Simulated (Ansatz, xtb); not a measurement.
Molecule: SeO3, charge 0, multiplicity 1. 
Structure (B3LYP-D3(BJ)/def2-TZVP (Ansatz, a program for electronic structure) minimum search):
```xyz
4

Se     0.0000     0.0000     0.0000
O      1.6003    -0.0313    -0.0466
O     -0.7730     1.4022     0.0252
O     -0.8274    -1.3708     0.0214
```

Harmonic wavenumbers from GFN2-xTB (xtb, at its own minimum), cm⁻¹: 222, 348, 348, 876, 953, 953.

**Question.** Give the harmonic wavenumbers at B3LYP-D3(BJ)/def2-TZVP (Ansatz, finite differences of forces, unscaled).

**Answer.** 263, 349, 349, 912, 1025, 1025 cm⁻¹. Zero-point energy 5.6 kcal/mol.

**Question.** From these and the geometry, give the ideal-gas thermochemistry at 298.15 K and 1 atm (rigid rotor, harmonic oscillator).

**Answer.** Point group D3h, rotational symmetry number 6. Rotational constants 8.213, 8.213, 4.106 GHz. S(trans) 40.43, S(rot) 21.01, S(vib) 4.29, S(elec, spin only) 0.00, S 65.7 cal/(mol K). H(298) - H(0) 3.19 kcal/mol; G - E(el) -10.8 kcal/mol.
